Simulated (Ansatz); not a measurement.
Z-matrix (Å, degrees):
```
In
N 1 2.1172
H 2 1.0244 1 113.11
H 2 1.0269 3 106.23 1 121.60
N 1 2.1173 2 108.14 3 174.45
H 5 1.0243 1 113.11 2 174.48
H 5 1.0268 6 106.23 1 121.60
```
Charge 0, spin multiplicity 2.

Computed with frozen-core CCSD(T)/def2-TZVPP // PBE-D3(BJ)/def2-TZVP (Ansatz, a first-principles code).

| Quantity | Value |
|---|---|
| HF energy | -300.47362 Ha |
| MP2 correlation energy | -0.71117 Ha |

Q: Estimate the CCSD correlation energy, the (T) correction, the total energy and the T1 diagnostic.

A: 
| Property | Value |
|---|---|
| CCSD correlation energy | -0.71999 Ha |
| (T) correction | -0.02755 Ha |
| CCSD(T) total energy | -301.22116 Ha |
| T1 diagnostic | 0.021 |
